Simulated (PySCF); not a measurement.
Sn(F)3(OH) (F3HOSn), SMILES [OH][Sn]([F])([F])[F]. Atoms are numbered in the order given.

```xyz
6

O      0.9502     1.7184     0.0000
Sn     0.0134     0.0045     0.0000
F     -1.8839     0.2925     0.0000
F      0.4653    -1.0584    -1.5247
F      0.4653    -1.0584     1.5247
H      0.3096     2.4481     0.0000
```
Charge 0, spin multiplicity 1.

The structure is a stationary point at r2SCAN-D4/def2-SVP. The def2 effective core potentials stand for the cores of Sn; spin–orbit coupling is left out. Other conformers were not sampled.

These are PySCF with ωB97X/def2-TZVP values and carry that method's errors.

ESP charges are fitted to the potential on shells at 1.4 to 2.0 van der Waals radii. Atomic charges (e):

```
atom  ESP fit  Löwdin
----  -------  ------
O1      -0.64   -0.29
Sn2      1.34    0.79
F3      -0.39   -0.23
F4      -0.35   -0.22
F5      -0.35   -0.22
H6       0.39    0.18
```
